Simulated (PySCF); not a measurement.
Stepwise substitution at one centre (B OH-H). All species are isolated molecules in the gas phase. One relaxed conformer stands for each flexible species; it need not be the lowest. Strings in code marks are SMILES.

The HOMO–LUMO gap from two functionals at the same geometries (B3LYP-D3(BJ)/def2-TZVP), both in PySCF: PBE-D3(BJ)/def2-TZVP and M06-2X/def2-TZVP. 

| species | PBE-D3(BJ)/def2-TZVP (eV) | M06-2X/def2-TZVP (eV) |
|---|---|---|
| 0 of 3 OH replaced by H (`OB(O)O`) | 7.28 | 12.24 |
| 1 of 3 OH replaced by H (`OBO` (H–O–B–O torsion 180°, O–B–O–H torsion 180°)) | 7.43 | 12.11 |
| 2 of 3 OH replaced by H | 5.93 | 10.78 |
| 3 of 3 OH replaced by H (`B`) | 5.44 | 10.25 |

Over these rows, drawn at random from the members with no instability flagged (it was tested for open shells, ions and some series alone), PBE minus M06-2X: mean -4.83 eV, from -4.96 eV to -4.68 eV.
